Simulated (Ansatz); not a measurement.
`C[CH](C)[SnH2][CH](C)C` and `C[CH](C)[SnH3]` differ in one atom or group.

Ansatz, PBE0-D4/def2-TZVP geometries, multiplicity 1. Each molecule was computed in one conformer, which needn't be the lowest.

Elements past krypton have def2 core potentials.

```csv
property,`C[CH](C)[SnH2][CH](C)C`
HOMO energy (PBE/def2-TZVPP) / eV,-5.86
HOMO–LUMO gap (B3LYP/def2-TZVPP) / eV,7.10
HOMO energy (PBE0/def2-TZVPP) / eV,-6.96
HOMO energy (ωB97M-V/def2-TZVPP) / eV,-9.08
HOMO–LUMO gap (ωB97M-V/def2-TZVPP) / eV,10.93
LUMO energy (PBE/def2-TZVPP) / eV,-0.19
```

(1) Give the same properties after the change, and the shifts. (Best estimate.)

Answers

(1) Ansatz gave: 
| property | `C[CH](C)[SnH3]` | shift |
| --- | --- | --- |
| HOMO energy (PBE/def2-TZVPP) / eV | -6.35 | -0.49 |
| HOMO–LUMO gap (B3LYP/def2-TZVPP) / eV | 7.40 | 0.30 |
| HOMO energy (PBE0/def2-TZVPP) / eV | -7.46 | -0.50 |
| HOMO energy (ωB97M-V/def2-TZVPP) / eV | -9.59 | -0.51 |
| HOMO–LUMO gap (ωB97M-V/def2-TZVPP) / eV | 11.28 | 0.35 |
| LUMO energy (PBE/def2-TZVPP) / eV | -0.38 | -0.19 |

With PBE0 the HOMO falls by 0.50 eV and the LUMO falls by 0.20 eV, so the gap widens by about 0.30 eV. PBE moves the HOMO by -0.49 eV and ωB97M-V by -0.51 eV.

B3LYP here is the variant with VWN-RPA as its local correlation; programs differ in this.
